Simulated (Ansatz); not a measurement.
Gas-phase reaction R1 → P1 + P2, each structure at its B3LYP-D3(BJ)/def2-TZVP stationary point, reached from a drawn start (curvature not checked).
R1, SiF4 (SMILES F[Si](F)(F)F) (charge 0, multiplicity 1):
```xyz
5

Si     0.000     0.000     0.000
F      0.905     0.905     0.905
F      0.905    -0.905    -0.905
F     -0.905     0.905    -0.905
F     -0.905    -0.905     0.905
```
P1, F3Si (SMILES F[Si](F)F) (charge 0, multiplicity 2):
```xyz
4

Si    -0.00006     0.00000    -0.42646
F      1.48312     0.00000     0.14184
F     -0.74148     1.28439     0.14226
F     -0.74148    -1.28439     0.14226
```
P2: F atom, charge 0, multiplicity 2.

P less R. No zero-point or thermal terms; singlets are restricted closed shells; open shells are unrestricted; no spin–orbit coupling.

Cores are frozen in the correlated methods.

Programs: Ansatz (Gaussian basis) for Hartree–Fock, density functionals and correlated methods. No computed number here is a measurement.

### Question
Estimate the reaction energy that HF/cc-pV(Q+d)Z returns for this input.

### Answer
129.2 kcal/mol

### Question
Estimate the reaction energy that CCSD(T)/cc-pV(Q+d)Z returns for this input.

### Answer
166.9 kcal/mol

### Question
Estimate the reaction energy that wB97X-V/def2-TZVPP returns for this input.

### Answer
164.2 kcal/mol

Ansatz is a program for electronic structure.
